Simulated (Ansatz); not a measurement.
`CO[SiH](N)N`, charge 0, multiplicity 1.

Q: Give a relaxed structure at PBE0-D4/def2-TZVP (the Gaussian-basis code of Ansatz). (Estimate.)

A: Computed: 
Cartesian coordinates in Å:
```
C 0.114 1.780 -1.123
O -0.062 0.392 -1.014
Si -0.268 -0.405 0.411
N -1.132 -1.864 0.300
N 1.290 -0.805 0.983
H -0.270 2.110 -2.091
H 1.175 2.051 -1.067
H -0.422 2.325 -0.336
H -1.083 0.501 1.270
H -0.715 -2.667 -0.144
H -2.134 -1.864 0.212
H 2.085 -0.230 0.764
H 1.421 -1.323 1.836
```
This is one stationary point; other conformers may exist.
